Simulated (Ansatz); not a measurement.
KPbBr3. Charge 0, multiplicity 1. Geometry B3LYP-D4/def2-SVP; atoms count from 1.

```xyz
5

K     0.015    1.905   -0.852
Pb   -0.012   -1.546    0.691
Br   -0.216    0.824    2.159
Br    2.105   -0.529   -0.823
Br   -1.892   -0.655   -1.175
```

In the def2 sets Pb takes a core potential; there is no spin–orbit coupling. The structure comes from a short search, and lower isomers may exist.

(1) Estimate the Mulliken populations from the PBE0/def2-TZVP orbitals of Ansatz.

(2) And the Mayer bond orders between bonded heavy atoms (over 0.3)?

Answers

(1) 
```csv
atom,charge (e)
K1,0.79
Pb2,0.71
Br3,-0.50
Br4,-0.50
Br5,-0.50
```
Mulliken values and Mayer orders depend strongly on the basis.

(2) Pb2–Br3 0.69 (2.79 Å); Pb2–Br4 0.69 (2.79 Å); Pb2–Br5 0.69 (2.79 Å).
